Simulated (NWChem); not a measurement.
Molecule: CoBrF, quartet; SMILES [F][Co][Br]

```xyz
3

Co     0.0000     0.0000     0.8569
F      0.0000     0.0000     2.5655
Br     0.0000     0.0000    -1.3966
```
Atoms are numbered in this order, from 1.

Level: PBE0/def2-SVP, spin-unrestricted (NWChem), optimised geometry, unscaled harmonic frequencies. This build's default masses of Se (78.918 u) and Br (79.917 u) are each other's, which moves their modes by up to 0.6 %. The spin multiplicity was typed, not searched, and may not be the lowest.

```
frequency (cm⁻¹)  IR intensity (km/mol)
----------------  ---------------------
97                                 24.6
97                                 24.6
300                                14.5
728                               164.1
```

```
Quantity                                                                           Result
-----------------------------------------------------------------------  ----------------
zero-point energy                                                            1.7 kcal/mol
thermal correction to the enthalpy at 298.15 K (with zero-point energy)      5.1 kcal/mol
heat capacity Cv                                                         11.3 cal/(mol K)
dipole moment                                                                      0.30 D
```

Rigid rotor and harmonic oscillator; modes under 100 cm⁻¹ make the entropy uncertain.
